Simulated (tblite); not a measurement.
Record of a relaxation.

C6H14AlP.
Atom-mapped SMILES: `[CH3:1][C:2]1=[CH:3][P@+:4]([CH3:5])([AlH3-:6])[CH2:7][CH2:8]1` (hydrogens: H9, H10, H11 on C1; H12 on C3; H13, H14, H15 on C5; H16, H17, H18 on Al6; H19, H20 on C7; H21, H22 on C8)
Bond orders are those of one Lewis drawing.

Computed with GFN2-xTB (tblite), gas phase: L-BFGS steps from a force-field or distance-geometry start until the largest atomic force falls under 0.01 eV/Å. 5 of its 176 geometries are shown.

Step 0: E = -640.9146 eV, largest atomic force 3.208 eV/Å
```
atom  x, y, z in Å  |  force x, y, z in eV/Å
C1      2.994    0.515    0.529    0.067  -0.290   0.088
C2      1.569    0.196    0.134    1.395  -0.541   0.357
C3      0.592    1.057    0.321   -0.481   1.077  -0.362
P4     -0.979    0.417   -0.187   -0.554   0.040   0.714
C5     -1.736    1.414   -1.476    0.155   0.566  -1.386
Al6    -2.357    0.093    1.617   -1.851  -0.361   2.595
C7     -0.293   -1.131   -0.825    0.337  -0.669  -0.438
C8      1.195   -1.156   -0.404    0.153  -0.310  -0.254
H9      3.658   -0.350    0.333   -0.346   0.581   0.145
H10     3.028    0.762    1.617    0.082  -0.125  -0.882
H11     3.341    1.387   -0.061   -0.086  -0.493   0.461
H12     0.710    2.051    0.738   -0.044  -0.157  -0.040
H13    -2.649    0.906   -1.852    0.491   0.291   0.279
H14    -2.007    2.407   -1.075    0.059  -0.499  -0.075
H15    -1.016    1.557   -2.313   -0.488  -0.006   0.295
H16    -1.907    1.068    2.816    0.323   0.034  -0.525
H17    -2.243   -1.421    2.108    0.379   0.017  -0.471
H18    -3.859    0.412    1.198    0.296   0.099  -0.490
H19    -0.842   -2.002   -0.396    0.224   0.564  -0.337
H20    -0.378   -1.139   -1.922   -0.085  -0.197   0.198
H21     1.345   -1.923    0.382    0.104   0.396  -0.418
H22     1.825   -1.403   -1.284   -0.130  -0.015   0.544
```

Step 44: E = -641.5799 eV, largest atomic force 0.040 eV/Å
```
atom  x, y, z in Å  |  force x, y, z in eV/Å
C1      2.988    0.503    0.471   -0.012  -0.002  -0.002
C2      1.554    0.227    0.145   -0.011   0.010  -0.021
C3      0.554    1.091    0.317   -0.002   0.009  -0.002
P4     -1.069    0.411   -0.060    0.039  -0.007  -0.003
C5     -1.645    1.384   -1.512    0.006   0.010  -0.004
Al6    -2.561    0.036    1.892   -0.003  -0.004   0.013
C7     -0.299   -1.093   -0.826    0.000  -0.007  -0.003
C8      1.173   -1.123   -0.392   -0.007  -0.014   0.005
H9      3.614   -0.354    0.236   -0.005   0.001  -0.014
H10     3.097    0.731    1.530   -0.005   0.002   0.003
H11     3.346    1.365   -0.089    0.006  -0.003  -0.002
H12     0.667    2.076    0.740   -0.010   0.003  -0.001
H13    -2.525    0.896   -1.929   -0.009  -0.002  -0.001
H14    -1.929    2.378   -1.172   -0.007   0.021   0.010
H15    -0.865    1.461   -2.268    0.020   0.007  -0.006
H16    -1.926    1.090    2.870   -0.006   0.003  -0.003
H17    -2.188   -1.479    2.107    0.002  -0.008  -0.003
H18    -3.921    0.386    1.184    0.000  -0.006   0.001
H19    -0.834   -1.987   -0.504   -0.003   0.006   0.004
H20    -0.388   -1.017   -1.913   -0.008  -0.013   0.004
H21     1.325   -1.862    0.399    0.001  -0.018   0.007
H22     1.822   -1.403   -1.226    0.014   0.010   0.019
```

Step 88: E = -641.5849 eV, largest atomic force 0.304 eV/Å
```
atom  x, y, z in Å  |  force x, y, z in eV/Å
C1      3.006    0.457    0.420    0.040  -0.024   0.035
C2      1.547    0.260    0.134   -0.075   0.043   0.031
C3      0.620    1.215    0.224    0.011  -0.021   0.104
P4     -1.063    0.623   -0.053    0.053   0.123  -0.006
C5     -1.567    1.500   -1.599    0.012  -0.002  -0.008
Al6    -2.487   -0.160    1.855    0.021   0.092   0.030
C7     -0.435   -0.999   -0.673   -0.018   0.043   0.012
C8      1.039   -1.102   -0.256    0.109   0.028   0.004
H9      3.608   -0.314   -0.069   -0.116   0.174   0.095
H10     3.189    0.401    1.503   -0.073  -0.019  -0.295
H11     3.335    1.444    0.079   -0.059  -0.209   0.081
H12     0.827    2.227    0.541   -0.053  -0.037  -0.039
H13    -2.408    0.969   -2.046    0.017   0.025   0.034
H14    -1.885    2.512   -1.349    0.018  -0.047  -0.002
H15    -0.733    1.541   -2.301   -0.054  -0.012   0.029
H16    -2.202    1.001    2.887   -0.021  -0.102  -0.061
H17    -1.729   -1.539    2.043   -0.027   0.071   0.063
H18    -3.875   -0.209    1.108    0.081  -0.011  -0.017
H19    -1.040   -1.792   -0.221    0.066   0.015  -0.110
H20    -0.552   -1.040   -1.758    0.016  -0.042   0.027
H21     1.145   -1.775    0.598    0.031  -0.003   0.025
H22     1.651   -1.501   -1.068    0.022  -0.086  -0.030
```

Step 131: E = -641.6718 eV, largest atomic force 0.064 eV/Å
```
atom  x, y, z in Å  |  force x, y, z in eV/Å
C1      2.996    0.381    0.373    0.009  -0.009  -0.030
C2      1.528    0.263    0.148    0.007  -0.015  -0.003
C3      0.657    1.270    0.176    0.010   0.000   0.011
P4     -1.049    0.736   -0.047    0.002   0.019   0.014
C5     -1.589    1.573   -1.598    0.001   0.007   0.001
Al6    -2.367   -0.223    1.818   -0.026   0.014   0.030
C7     -0.484   -0.917   -0.634    0.009  -0.026  -0.004
C8      0.949   -1.099   -0.122    0.016  -0.005  -0.025
H9      3.537   -0.019   -0.484    0.026  -0.011  -0.002
H10     3.286   -0.201    1.248    0.004   0.011   0.002
H11     3.291    1.416    0.521   -0.008  -0.001   0.029
H12     0.915    2.294    0.401   -0.026  -0.023   0.003
H13    -2.523    1.123   -1.930   -0.005   0.002   0.017
H14    -1.764    2.627   -1.386   -0.007   0.006  -0.014
H15    -0.831    1.474   -2.372    0.010   0.011  -0.003
H16    -2.778    1.021    2.671   -0.010   0.001  -0.015
H17    -1.210   -1.143    2.369   -0.001  -0.003  -0.014
H18    -3.407   -0.904    0.847    0.002  -0.003  -0.005
H19    -1.157   -1.685   -0.241   -0.012  -0.022   0.019
H20    -0.520   -0.952   -1.726   -0.013  -0.003  -0.004
H21     0.947   -1.674    0.809    0.019   0.056  -0.024
H22     1.564   -1.644   -0.843   -0.005  -0.007   0.016
```

Step 175: E = -641.6795 eV, largest atomic force 0.009 eV/Å
```
atom  x, y, z in Å  |  force x, y, z in eV/Å
C1      3.040    0.390    0.319   -0.002   0.004   0.003
C2      1.567    0.261    0.124   -0.001   0.006  -0.002
C3      0.686    1.254    0.222    0.003   0.004   0.001
P4     -1.024    0.726    0.014    0.006   0.001   0.004
C5     -1.560    1.554   -1.543    0.001  -0.002   0.002
Al6    -2.499   -0.178    1.784   -0.005  -0.003  -0.007
C7     -0.479   -0.943   -0.557    0.003  -0.002   0.001
C8      1.000   -1.098   -0.181    0.003   0.004  -0.002
H9      3.570    0.059   -0.574    0.000  -0.001  -0.001
H10     3.361   -0.241    1.147    0.001  -0.004  -0.001
H11     3.317    1.418    0.534   -0.001  -0.002  -0.003
H12     0.937    2.270    0.481    0.000   0.000   0.002
H13    -2.493    1.097   -1.869   -0.005   0.007   0.004
H14    -1.739    2.609   -1.341   -0.001  -0.004  -0.004
H15    -0.802    1.452   -2.317    0.003  -0.001   0.000
H16    -3.036    1.075    2.548    0.007  -0.004  -0.005
H17    -1.366   -1.056    2.445   -0.004  -0.001   0.003
H18    -3.429   -0.905    0.734    0.003   0.000   0.004
H19    -1.102   -1.696   -0.063   -0.007  -0.002   0.002
H20    -0.631   -1.030   -1.635    0.001  -0.002  -0.001
H21     1.104   -1.722    0.710   -0.003   0.004   0.001
H22     1.567   -1.579   -0.982   -0.001   0.000   0.001
```

Q: Summarise the path.

A: The energy falls by 17.64 kcal/mol from step 0 to step 175; nine tenths of that is first reached at step 99. It rises by more than 0.2 meV at step 88. The largest force goes from 3.208 to 0.009 eV/Å. Among the bonds P4–Al6 changes most, from 2.294 to 2.475 Å; the atoms move by 0.644 Å rms after alignment.

Q: Follow the three bonds and two angles with the largest change from start to end.

A: 
```
step  E above end (kcal/mol)  largest force (eV/Å)  P4–Al6 (Å)  Al6–H16 (Å)  P4–C5 (Å)  Al6–P4–C7 (°)  P4–Al6–H18 (°)
   0                   17.64                 3.208       2.294        1.609      1.797          112.6           109.3
   8                    3.08                 0.140       2.473        1.577      1.842          115.7            97.2
  15                    2.59                 0.080       2.469        1.571      1.842          116.8            96.7
  23                    2.45                 0.082       2.478        1.572      1.837          117.1            97.2
  30                    2.36                 0.043       2.493        1.570      1.840          117.3            97.4
  38                    2.32                 0.044       2.496        1.572      1.842          117.0            97.5
  46                    2.29                 0.040       2.485        1.573      1.840          116.7            97.6
  53                    2.27                 0.024       2.484        1.571      1.840          116.3            97.7
  61                    2.25                 0.025       2.487        1.571      1.842          115.6            98.0
  68                    2.24                 0.016       2.490        1.571      1.842          115.1            98.1
  76                    2.21                 0.050       2.496        1.573      1.842          113.0            98.4
  84                    2.15                 0.060       2.498        1.570      1.841          108.2            98.6
  91                    1.93                 0.081       2.494        1.565      1.845          102.4            97.6
  99                    1.69                 0.104       2.491        1.560      1.849           96.2            96.4
 107                    0.91                 0.286       2.485        1.573      1.848           91.9            90.6
 114                    0.51                 0.079       2.483        1.563      1.845           91.1            89.7
 122                    0.35                 0.069       2.481        1.561      1.846           90.5            90.7
 129                    0.20                 0.063       2.480        1.562      1.844           92.8            92.6
 137                    0.13                 0.021       2.477        1.562      1.844           94.2            93.7
 145                    0.11                 0.019       2.478        1.563      1.843           94.3            93.7
 152                    0.08                 0.035       2.475        1.563      1.844           93.6            93.8
 160                    0.03                 0.033       2.477        1.561      1.843           93.3            93.5
 167                    0.01                 0.023       2.478        1.562      1.843           93.6            92.8
 175                    0.00                 0.009       2.475        1.563      1.843           93.8            92.5
```
